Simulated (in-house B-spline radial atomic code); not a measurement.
A fraction x of an electron is removed from 3p in Ca4+, starting from [Ne] 3s2 3p4 and keeping the highest spin. Level of theory: scalar-relativistic (X2C) PBE0, spin-polarised, spherical fractional occupations, Fermi nucleus of rms radius 3.4776 fm; calculated with an all-electron radial atomic-structure program (B-spline basis).

Caution: exact exchange at fractional occupations of open shells leaves self-interaction of up to several eV.

```
   x  E(x) - E(0) (eV)  3p down level (eV)
   0            0.0000             -74.818
0.11            8.3228             -76.506
0.15           11.3953             -77.121
0.37           28.7346             -80.511
0.46           36.0431             -81.902
 0.5           39.3316             -82.521
0.57           45.1460             -83.605
0.65           51.8839             -84.844
0.77           62.1768             -86.705
0.93           76.2482             -89.187
   1           82.5293                   -
```

The exact functional would give a straight line between the two integer points. Deviations E(x) - E(0) - x[E(1) - E(0)], in eV: -0.755 at x = 0.11, -0.984 at x = 0.15, -1.801 at x = 0.37, -1.92 at x = 0.46, -1.933 at x = 0.5, -1.896 at x = 0.57, -1.76 at x = 0.65, -1.371 at x = 0.77, -0.504 at x = 0.93.

The curve lies below the straight line by up to 1.933 eV (at x = 0.5): convex, the delocalisation error, to which spherically averaged exact exchange adds.

Q: How well does Slater's transition state (minus the level at half occupation) give the ionisation energy?

A: It gives 82.521 eV against 82.529 eV from the two total energies; NIST lists 84.34 eV, ground level to ground level. The end point has an open shell averaged over its orbitals, so its exact exchange keeps a self-interaction and this is no true integer point.
